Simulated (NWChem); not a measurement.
System: AlN₂H₅O; SMILES [NH2][Al]([OH])[NH2]

The following NWChem deck was run.

```
start job
memory heap 200 mb stack 900 mb global 1100 mb
geometry units angstroms
  Al     0.007666    -0.002028    -0.002273
  O      1.535874    -0.401275    -0.453807
  H      2.414322    -0.631569    -0.711986
  N     -0.631032    -0.569961     1.559219
  H     -0.123125    -1.134397     2.223609
  H     -1.553526    -0.374281     1.913089
  N     -1.000081     0.996345    -1.077662
  H     -1.943662     1.288469    -0.880606
  H     -0.712996     1.352965    -1.976759
end
basis spherical
  * library def2-svp
end
dft
  xc xpbe96 cpbe96
  disp vdw 4
  iterations 150
end
driver
  maxiter 120
end
task dft optimize
task dft freq
```

The optimisation ended at a saddle point (imaginary frequency).

The level has its own optimisation; frequencies are unscaled.

Q: Predict the main results of this run. (PBE-D3(BJ)/def2-SVP.) Quantities: r Al–O (Å); r H–O (Å); r H–N (Å); highest harmonic frequency (cm⁻¹); lowest (cm⁻¹); zero-point energy (kcal/mol); dipole (D).

A: 
```yaml
r Al–O (Å): 1.723
r H–O (Å): 0.968
r H–N (Å): 1.021
highest harmonic frequency (cm⁻¹): 3839
lowest (cm⁻¹): -79
zero-point energy (kcal/mol): 38.7
dipole (D): 1.62
```
